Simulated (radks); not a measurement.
The lithium ion Li2+, 1 electrons, occupied as 1s0.75 2p0.25 (fractional occupations, a model configuration).

Method: scalar-relativistic Kohn-Sham, r2SCAN, spin-unpolarised, spherical densities, finite nucleus; meta-GGA in the generalised Kohn-Sham scheme; Fermi nuclear charge, rms radius 2.444 fm; without spin polarisation the odd electron is poorly described; computed with a radial shooting solver on a logarithmic mesh with Libxc functionals.

Energy parts (hartree):
part                    energy
total                 -3.54156
kinetic                3.52632
electron-nucleus      -7.17379
Hartree                0.65042
exchange-correlation  -0.54451

Orbitals (lengths in bohr, moments of r in powers of bohr; r(90%) holds 90 % of the orbital's charge):
orbital  occ.  eigenvalue (hartree)  r(90%)   <r^4>   <1/r>   <r^2>
1s       0.75              -3.87575   0.899  0.2974   2.982  0.3419
2s          0              -0.75055    3.46   59.67  0.6314   6.025
2p       0.25              -0.68439    3.27   46.71  0.6193   4.992

The highest occupied level is 2p at -18.623 eV. The configuration is held as typed, so some empty levels lie below it. Summed over all electrons, <r^2> = 1.505 bohr^2, which gives a Langevin (diamagnetic) susceptibility term of -1.19 x 10^-6 cm^3/mol. The density falls to 0.001 e/bohr^3 at r = 2.50 bohr. The electron density at the nucleus is 6.425 e/bohr^3 (large components only).
